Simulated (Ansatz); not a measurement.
Atom: Mg, charge 0, multiplicity 1.

Wanted: ionisation energy to the doublet, in eV. Set-up: UHF or UKS for open shells; each state is the SCF solution reached for its charge and spin; 6-31G* and kin with 6d, 5d where marked; non-relativistic; spin-orbit terms left out.

```
species            coefficient  E at B3LYP/6-31G* (Ansatz), Eh  E at wB97X-V/def2-TZVPD (Ansatz), Eh
-----------------  -----------  ------------------------------  ------------------------------------
charge 1, doublet           +1                      -199.79532                            -199.75060
charge 0, singlet           -1                      -200.07935                            -200.02777
```

Measured values: NIST ASD by pymatgen's periodic table; they hold spin-orbit and core effects.  Value to compare with, the measured value: 7.65 eV. 1 Eh = 27.2114 eV.

**Question.** Work the quantity out at each level, and compare with the measured value.

**Answer.** 
- B3LYP/6-31G*: the sum of coefficient times E is 0.28403 Eh, or 7.729 eV. Result: 7.73 eV. Its error against the measured value is 0.08 eV.
- wB97X-V/def2-TZVPD: the sum of coefficient times E is 0.27717 Eh, or 7.542 eV. Result: 7.54 eV. Its error against the measured value is -0.11 eV.

Ansatz is an electronic-structure program.
